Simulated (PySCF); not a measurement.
TaH4 relaxed at several levels

Computed with PySCF 2.14.0, def2-SVP on the ligands, density fitting, scalar-relativistic core potentials, no spin-orbit coupling, vacuum. Each row is relaxed at its own level from the same template. Distances are means of the shortest metal–ligand contacts, charges and spins Mulliken's; removal energies are rigid, with the ligand's formal charge and no counterpoise, so too large; for an anion taken off a cation in vacuum most of it is the attraction of opposite charges, and multiply charged cations can part far more cheaply with an electron moved from ligand to metal.

| level | basis on the metal | state | point group | M–H (Å) | charge on M (e) | spin on M (e) | HOMO–LUMO gap (eV) | removal of one H (eV) | strongest infrared band, degenerate modes summed (cm⁻¹) | unstable modes (below −25 cm⁻¹) |
| --- | --- | --- | --- | --- | --- | --- | --- | --- | --- | --- |
| PBE0 | def2-SVP with ECP60 | doublet | D2d | 1.769 | 0.91 | 1.15 | 2.66 | 11.32 | 1876 | 0 |

Task: What does the calculation give for PBE, def2-SVP with ECP60?

Result: state: doublet, point group: D2d, M–H (Å): 1.778, charge on M (e): 0.74, spin on M (e): 1.15, HOMO–LUMO gap (eV): 0.13, removal of one H (eV): 11.37, strongest infrared band, degenerate modes summed (cm⁻¹): 1825, unstable modes (below −25 cm⁻¹): 0.
```xyz
5

Ta    0.0000    0.0000    0.0000
H     1.4860    0.0000    0.9758
H     0.0000    1.4860   -0.9758
H    -1.4860    0.0000    0.9758
H     0.0000   -1.4860   -0.9758
```

Moved off a saddle point of the template and relaxed again: PBE, PBE0. One start shape was tried for each, so a minimum needn't be the lowest isomer. Open shells may have lower solutions than those found.
